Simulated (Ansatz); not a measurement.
Calculated with Ansatz (gas phase, PBE0-D4/def2-TZVP geometries, no zero-point term in ΔE). CCSD(T)/CBS is the MP2 limit (def2-TZVPP, def2-QZVPP) plus CCSD(T) − MP2 in def2-TZVPP, frozen cores. This one scheme is used for every species. Functionals use def2-TZVPP. B3LYP here is the variant with VWN-RPA as its local correlation; programs differ in this.

`[SiH3]C=C([SiH3])[SiH3]` + H₂ → `C=C([SiH3])[SiH3]` + SiH₄  (hydrogenolysis of a C–Si bond)

```tsv
level	ΔE (kJ/mol)	difference from CCSD(T)/CBS
PBE-D4	-26.5	5.9
B3LYP-D4	-32.9	-0.5
ωB97M-V	-34.9	-2.5
B2PLYP	-41.7	-9.3
PBE	-35.9	-3.5
r2SCAN	-33.3	-0.9
HF/def2-TZVPP	-66.4	-34.0
MP2/def2-TZVPP	-30.1	2.3
SCS-MP2/def2-TZVPP	-37.3	-4.9
CCSD/def2-TZVPP	-42.3	-9.9
CCSD(T)/def2-TZVPP	-36.1	-3.7
HF/def2-QZVPP	-66.2	-33.8
MP2/def2-QZVPP	-27.9	4.5
SCS-MP2/def2-QZVPP	-35.2	-2.8
MP2/CBS(def2)	-26.4	6.0
CCSD/CBS(def2)	-38.6	-6.2
CCSD(T)/CBS	-32.4	0
```

Largest T1 diagnostic among the species: 0.013.

The D4 term adds +15.2 kJ/mol with B3LYP and +8.5 kJ/mol with PBE0; it sums over pairs of atoms, weighted by their polarisabilities, and B3LYP, whose exchange is more repulsive, gets the larger term. In def2-TZVPP, CCSD(T) changes the Hartree–Fock value by +30.3 kJ/mol (the triples alone add +6.2 kJ/mol) and MP2 by +36.3 kJ/mol.
